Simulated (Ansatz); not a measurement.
Relaxation of Cu2F2 with RKS PBE-D4/def2-SVP.

```sh
$ ansatz run in.yaml --threads 4 --pin off --events-out ev --progress --plain --max-ram 3916MiB
```

```yaml
crystal:
  periodic: [false, false, false]
  atoms:
    - {symbol: Cu, position_ang: [1.162190, 0.153550, 0.564360]}
    - {symbol: Cu, position_ang: [-1.165020, -0.154860, -0.564330]}
    - {symbol: F, position_ang: [-0.306910, 1.428270, 0.256340]}
    - {symbol: F, position_ang: [0.309740, -1.426960, -0.256370]}
basis:
  gaussian: {orbitals: def2-SVP}
hamiltonian: {xc: pbe, dispersion: d4}
scf: {omitted_lower_state_checks: [starts]}
output: {orbitals: {seedname: orbitals}}
relax: {f_tol: 0.02, max_steps: 100}
```

Run time 5 s (4 threads of Arm Neoverse V2 on a shared host).

Positions (Å) and forces (eV/Å) at steps 1, 2, 3, 4, 5 of 5:

```xyz
4
step=1 energy=-94680.6171 eV
Cu    1.162    0.154    0.564   -0.692   -0.102   -0.340
Cu   -1.165   -0.155   -0.564    0.716    0.115    0.352
F    -0.307    1.428    0.256   -0.043    0.079    0.004
F     0.310   -1.427   -0.256    0.019   -0.093   -0.016
4
step=2 energy=-94680.7079 eV
Cu    1.110    0.146    0.539   -0.540   -0.081   -0.265
Cu   -1.113   -0.147   -0.539    0.555    0.091    0.273
F    -0.317    1.472    0.264   -0.035    0.070    0.005
F     0.319   -1.471   -0.264    0.019   -0.080   -0.013
4
step=3 energy=-94680.7778 eV
Cu    1.052    0.135    0.508   -0.262   -0.028   -0.124
Cu   -1.046   -0.132   -0.506    0.230   -0.012    0.101
F    -0.337    1.528    0.272    0.040   -0.013    0.012
F     0.331   -1.531   -0.273   -0.007    0.053    0.010
4
step=4 energy=-94680.7823 eV
Cu    1.015    0.131    0.493    0.174    0.038    0.086
Cu   -1.016   -0.133   -0.491   -0.177   -0.016   -0.087
F    -0.335    1.544    0.275   -0.015    0.079    0.018
F     0.336   -1.542   -0.277    0.018   -0.100   -0.017
4
step=5 energy=-94680.7845 eV
Cu    1.026    0.134    0.497    0.000    0.002    0.001
Cu   -1.026   -0.134   -0.497   -0.001   -0.001   -0.001
F    -0.335    1.542    0.276    0.001    0.002    0.001
F     0.335   -1.542   -0.276    0.000   -0.003   -0.001
```

No other spin state of charge 0 was run. Another isomer (singlet) lies 0.23 eV lower at PBE-D4/def2-TZVP; other spin states weren't run for this one.
